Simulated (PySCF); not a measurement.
**Radial density of Si (silicon, neutral)**

UHF, [Ne] 3s1 3p2 4s1, high-spin 5P determinant (an excited configuration). Computed with PySCF 2.14 in aug-cc-pVDZ-DK (5s4p2d, 27 functions), with the spin-free X2C one-electron Hamiltonian (Gaussian nucleus).

| r (bohr) | 4πr²ρ (e/bohr) | 4πr²(ρα − ρβ) |
| --- | --- | --- |
| 0.00161 | 0.06445 | 0.0002 |
| 0.00271 | 0.1731 | 0.0005 |
| 0.00456 | 0.4463 | 0.0013 |
| 0.00768 | 1.124 | 0.0032 |
| 0.0129 | 2.686 | 0.0076 |
| 0.0217 | 5.853 | 0.0164 |
| 0.0365 | 10.84 | 0.0294 |
| 0.0614 | 15.36 | 0.0391 |
| 0.103 | 14.42 | 0.0388 |
| 0.174 | 9.880 | 0.0863 |
| 0.292 | 12.30 | 0.2416 |
| 0.492 | 13.47 | 0.1702 |
| 0.827 | 4.905 | 0.0581 |
| 1.39 | 1.472 | 1.1319 |
| 2.34 | 1.320 | 1.3181 |
| 3.94 | 0.3728 | 0.3728 |
| 6.62 | 0.2008 | 0.2008 |
| 11.1 | 0.003217 | 0.0032 |

Densities and radii are taken from the X2C orbitals without a picture-change correction, which distorts them close to the nucleus.

The outer electron is Rydberg-like, and this basis confines it to a smaller radius and binds it less than a complete one would.
